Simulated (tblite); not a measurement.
C3H6BFO2.
Numbering: `[OH:1][B:2]([F:3])[O:4][CH:5]1[CH2:6][CH2:7]1` (hydrogens: H8 on O1; H9 on C5; H10, H11 on C6; H12, H13 on C7)

Computed with GFN2-xTB (tblite), gas phase: L-BFGS steps from a force-field or distance-geometry start until the largest atomic force falls under 0.01 eV/Å.

Step 15: E = -644.6789 eV
```
atom  x, y, z in Å  |  force x, y, z in eV/Å
O1      2.5330   -0.1701   -0.4910   -0.007  -0.128   0.080
B2      1.8686   -0.1803    0.6811    0.014  -0.040  -0.038
F3      2.5682   -0.2324    1.8348   -0.093   0.136  -0.172
O4      0.5430   -0.1802    0.7986    0.075   0.156   0.234
C5     -0.3673   -0.4771   -0.2170   -0.018  -0.147   0.047
C6     -1.7756   -0.6753    0.2365   -0.143   0.054  -0.071
C7     -1.4292    0.4816   -0.6578    0.092   0.006   0.032
H8      3.4807   -0.2574   -0.4077    0.107   0.057  -0.041
H9      0.0473   -1.1225   -0.9768    0.072  -0.147  -0.086
H10    -2.3441   -1.5041   -0.1424   -0.092  -0.083  -0.137
H11    -1.9761   -0.4458    1.2707    0.029   0.006   0.018
H12    -1.4475    1.4736   -0.2464    0.006   0.096   0.109
H13    -1.7054    0.4291   -1.7003   -0.042   0.033   0.026
```

Step 16: E = -644.6877 eV
```
atom  x, y, z in Å  |  force x, y, z in eV/Å
O1      2.5330   -0.1697   -0.4917    0.130  -0.122   0.030
B2      1.8683   -0.1632    0.6793    0.002  -0.146  -0.080
F3      2.5682   -0.2130    1.8275    0.015   0.158  -0.012
O4      0.5449   -0.1800    0.8073   -0.168   0.067  -0.064
C5     -0.3657   -0.4869   -0.2172    0.010  -0.079   0.143
C6     -1.7795   -0.6771    0.2328   -0.086   0.013  -0.061
C7     -1.4225    0.4812   -0.6551    0.062   0.032   0.055
H8      3.4827   -0.2707   -0.4065   -0.050   0.088  -0.048
H9      0.0464   -1.1373   -0.9801    0.059  -0.035   0.054
H10    -2.3561   -1.4999   -0.1549   -0.024  -0.021  -0.087
H11    -1.9788   -0.4512    1.2693    0.025  -0.014  -0.029
H12    -1.4396    1.4713   -0.2314    0.033   0.009   0.039
H13    -1.7057    0.4357   -1.6971   -0.009   0.050   0.062
```

**Question.** Estimate the geometry and energy of step 17. (The exact step hangs on the optimiser's Hessian estimate; all steps are aligned on step 16, rigid shifts and turns removed.)

**Answer.** E = -644.6914 eV, largest force 0.251 eV/Å
```
atom  x, y, z in Å  |  force x, y, z in eV/Å
O1      2.5340   -0.1714   -0.4922    0.094  -0.126   0.009
B2      1.8678   -0.1598    0.6778    0.012  -0.143  -0.063
F3      2.5693   -0.2013    1.8248    0.027   0.156   0.014
O4      0.5446   -0.1775    0.8097   -0.204   0.004  -0.147
C5     -0.3648   -0.4928   -0.2162   -0.048  -0.013   0.139
C6     -1.7826   -0.6780    0.2308   -0.011   0.017  -0.068
C7     -1.4184    0.4817   -0.6537    0.043  -0.023   0.077
H8      3.4830   -0.2747   -0.4065   -0.036   0.090  -0.042
H9      0.0472   -1.1450   -0.9802    0.048   0.009   0.108
H10    -2.3624   -1.4971   -0.1625    0.001   0.000  -0.061
H11    -1.9798   -0.4538    1.2685    0.012  -0.026  -0.047
H12    -1.4363    1.4695   -0.2231    0.053  -0.006   0.013
H13    -1.7061    0.4392   -1.6949    0.010   0.061   0.069
```

The energy changes by -0.0037 eV. The first-order estimate −F·Δx gives -0.0047 eV and the mean of the old and new forces, exact on a quadratic surface, -0.0038 eV. The step makes an angle of 63° with the force vector and moves no atom by more than 0.012 Å.

What follows is the cost of the whole relaxation. Hardware: an Arm Neoverse N1 with one thread, on a shared host. Cost: 0.65 s of wall time.
